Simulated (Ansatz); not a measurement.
`Cl[SiH2]S[SiH2]Cl`. Charge 0, multiplicity 1. The structure was optimised at the PBE0-D4/def2-TZVP level. It is one conformer, not always the lowest.

```xyz
9

Cl   -3.426    0.489   -0.303
Si   -1.407    0.667   -0.035
S    -0.559   -1.236   -0.499
Si    1.471   -0.749   -0.106
Cl    1.876   -0.657    1.902
H    -1.147    1.039    1.372
H    -0.895    1.703   -0.959
H     1.806    0.577   -0.673
H     2.280   -1.832   -0.700
```

(1) What is the dipole moment at B3LYP/def2-TZVPP? (Best estimate.)

(2) And with PBE, r2SCAN, ωB97M-V? (An estimate is asked.)

(3) Give the Mulliken charges with B3LYP, PBE, ωB97M-V in def2-TZVPP. (Estimate.)

Results:

(1) The calculation gave: 1.37 D, with components (1.02, 0.63, -0.66) D in this frame, pointing from negative to positive charge.

(2) Computed: PBE 1.24 D, r2SCAN 1.34 D, ωB97M-V 1.36 D.

(3) The calculation gave: 
| atom | B3LYP | PBE | ωB97M-V |
| --- | --- | --- | --- |
| Cl1 | -0.23 | -0.19 | -0.19 |
| Si2 | 0.45 | 0.38 | 0.32 |
| S3 | -0.27 | -0.23 | -0.23 |
| Si4 | 0.44 | 0.38 | 0.31 |
| Cl5 | -0.23 | -0.20 | -0.20 |
| H6 | -0.04 | -0.03 | 0.00 |
| H7 | -0.05 | -0.04 | -0.01 |
| H8 | -0.05 | -0.04 | -0.01 |
| H9 | -0.04 | -0.03 | 0.00 |

B3LYP here is the variant with VWN-RPA as its local correlation; programs differ in this.
